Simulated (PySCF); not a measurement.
CHO2, SMILES [O]C=O (connectivity only; charge and spin as stated), charge -1, multiplicity 1.

The structure is a stationary point at PBE0-D3(BJ)/def2-TZVPD. The spin state was assumed, not searched. The isomer is the one that the SMILES or the coordinates give; other isomers of the formula were not compared.

Two levels are set side by side: PBE/def2-TZVPD (PySCF) and HF/def2-TZVPD (PySCF). Same geometry, gas phase. Differences are taken from unrounded values.

```tsv
quantity	PBE
orbital gap (eV)	3.93
highest occupied level (eV)	0.29
lowest empty level (eV)	4.23
mean polarisability (bohr³)	39.0
```

Problem. These are the PBE values. What does HF give? (The exact figures need the calculation; the answer reports its results.)

Solution. 
```
quantity                        HF  PBE minus HF
---------------------------  -----  ------------
orbital gap (eV)             10.81         -6.88
highest occupied level (eV)  -5.09          5.38
lowest empty level (eV)       5.72         -1.50
mean polarisability (bohr³)   27.0          12.0
```

Without exact exchange PBE keeps part of each electron's self-repulsion, which lifts occupied levels and narrows the gap. PBE's more diffuse valence density responds more strongly to a field. Differences between two approximate levels are no errors against the true value.

Rough cost on one machine, each run with all the roots and properties that it gave: HF against PBE about 1/4.
